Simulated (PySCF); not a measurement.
## [PbF3(NH3)]− at several levels of theory

Computed with PySCF 2.14.0 (density fitting, no spin-orbit coupling) at the geometry relaxed with PBE0:

```xyz
8
[PbF3(NH3)]− (singlet)
Pb    1.3608   -1.3608    1.3608
F     2.7345   -0.5301    2.7345
F     0.5301   -2.7345    2.7345
F     2.7345   -2.7345    0.5301
N    -2.9612    2.9612   -2.9612
H    -3.5739    3.5739   -2.4247
H    -2.4247    3.5739   -3.5739
H    -3.5739    2.4247   -3.5739
```

```tsv
level	basis	state	HOMO (eV)	gap (eV)	charge on Pb1 (e)	dipole about the centre of mass (D)	largest force component (eV/Å)
PBE0	Pb def2-SVP with ECP60, F def2-SVP, N def2-SVP, H def2-SVP	singlet	-2.12	5.49	0.69	9.42	0.09
CAM-B3LYP	the same	singlet	-3.37	7.54	0.67	9.42	0.20
```

Charges are Mulliken's, which hang on the basis. The relaxation used the grid (50, 194), these runs (75, 302) or, all-electron (x2c bases, spin-free X2C Hamiltonian), (99, 590).

What does BP86 with Pb def2-SVP with ECP60, F def2-SVP, N def2-SVP, H def2-SVP give here?

state singlet, HOMO (eV) -0.75, gap (eV) 3.35, charge on Pb1 (e) 0.52, dipole about the centre of mass (D) 8.83, largest force component (eV/Å) 0.34. Time: 13 s on 2 threads of Intel(R) Xeon(R) Processor @ 2.50GHz (Skylake/Cascade Lake), on a shared host, from an already converged density.

In the first row's basis the gap widens with exact exchange: 3.4 eV for BP86 (none); 5.5 eV for PBE0 (a fixed share); 7.5 eV for CAM-B3LYP (rising or full at long range).

Some metal–ligand contacts ended over 25 % longer than in the template from which the work began, so those ligands are loosely bound or lost. A frequency check found unstable modes (4, the lowest at -43 cm⁻¹), so the relaxed geometry is probably a saddle point.
